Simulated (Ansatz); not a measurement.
CH6GeSe (`[CH3][GeH2][SeH]`), relaxed with RKS PBE0-D4/def2-TZVP in the Gaussian-basis code of Ansatz from a PBE-D4/def2-SVP geometry. The force threshold is 0.005 eV/Å; the program also tests the step.

Charge 0, multiplicity 1.

Start:

```xyz
9

C    -0.328    1.230   -0.122
Ge   -0.233   -0.714   -0.399
Se    1.791   -1.606    0.494
H    -0.327    1.458    0.961
H     0.549    1.718   -0.589
H    -1.256    1.636   -0.573
H    -0.158   -1.072   -1.907
H    -1.454   -1.423    0.252
H     1.417   -1.228    1.882
```

```json
{"step": "1", "energy (eV)": "-122987.8660", "largest force (eV/Å)": "0.534", "largest move (Å)": "0.000"}
{"step": "2", "energy (eV)": "-122987.8905", "largest force (eV/Å)": "0.149", "largest move (Å)": "0.036"}
{"step": "3", "energy (eV)": "-122987.8919", "largest force (eV/Å)": "0.054", "largest move (Å)": "0.020"}
{"step": "4", "energy (eV)": "-122987.8927", "largest force (eV/Å)": "0.005", "largest move (Å)": "0.011"}
```

End:

```xyz
9

C    -0.324    1.221   -0.120
Ge   -0.233   -0.705   -0.399
Se    1.769   -1.589    0.493
H    -0.325    1.445    0.947
H     0.540    1.701   -0.580
H    -1.237    1.622   -0.565
H    -0.161   -1.063   -1.893
H    -1.436   -1.414    0.250
H     1.407   -1.217    1.867
```

It took 8 s on 4 threads of a server CPU on a shared host, with 0.47 GiB of host memory at the peak.
